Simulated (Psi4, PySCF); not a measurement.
Psi4 was given this input:
```
memory 2 GB

molecule mol {
1 2
S    -0.809559   -0.037650    0.594607
S     0.809559    0.037650   -0.594607
H    -1.718631   -0.081268   -0.405146
H     1.718631    0.081268    0.405146
}

set {
  basis sto-3g
  reference uhf
  scf_type pk
  puream true
  d_convergence 1e-8
}

energy('scf')
print_variables()
```

Q: Write the same job for PySCF.

A: This is not unique; one that fits is 
```python
from pyscf import gto, scf

mol = gto.Mole()
mol.atom = '''
    S    -0.80955851   -0.03765018    0.59460666
    S     0.80955851    0.03765018   -0.59460666
    H    -1.71863123   -0.08126760   -0.40514565
    H     1.71863123    0.08126760    0.40514566
'''
mol.basis = 'sto-3g'
mol.charge = 1
mol.spin = 1
mol.verbose = 4
mol.build()

mf = scf.UHF(mol)
mf.kernel()
```

Both were run: Psi4 gave -787.277033 Eh and PySCF -787.277033 Eh, 0.000 mEh apart.
